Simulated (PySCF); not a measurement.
Computed properties of Bi(Cl)(OH)2 (BiClH2O2), SMILES [OH][Bi]([OH])[Cl]

Bi(Cl)(OH)2 (BiClH₂O₂), SMILES [OH][Bi]([OH])[Cl]. Geometry optimised at B3LYP-D3(BJ)/def2-SVP. The def2 effective core potentials stand for the cores of Bi; spin–orbit coupling is left out. Other conformers were not sampled. All values are computed for the isolated molecule unless a solvent is named; none is compared with measurement here.

**Structure.** All 12 harmonic modes at B3LYP-D3(BJ)/def2-SVP (PySCF) are real, so it is a minimum. With heavy atoms numbered as in [Bi:1]([Cl:2])([OH:3])[OH:5], the shortest bond between them is Bi1–O5 at 2.088 Å and the longest Bi1–Cl2 at 2.507 Å.

**Vibrations.** The strongest infrared lines (harmonic, unscaled, degenerate partners summed) lie at 279 cm⁻¹ (107 km/mol, H 67 %, O 31 %), 559 cm⁻¹ (89 km/mol, O 90 %, Bi 8 %), 274 cm⁻¹ (83 km/mol, H 94 %). The softest mode is at 91 cm⁻¹ and the zero-point energy is 16.6 kcal/mol.

**Electronic structure.** ωB97X/def2-TZVPD (PySCF) places the frontier levels at -10.91 and -0.07 eV, a gap of 10.84 eV, and gives a dipole moment of 2.32 D and a mean polarisability of 68.4 bohr³.

**Excitations.** TDA-CAM-B3LYP/def2-SVPD (PySCF) has S1 at 5.55 eV (223 nm, f = 0.031, weak); the most intense of the 10 singlets computed lies at 5.55 eV (f = 0.03). T1 (TDA) is at 4.88 eV, 0.67 eV under S1. No vertical singlet excitation falls in the visible range (under 3.1 eV).
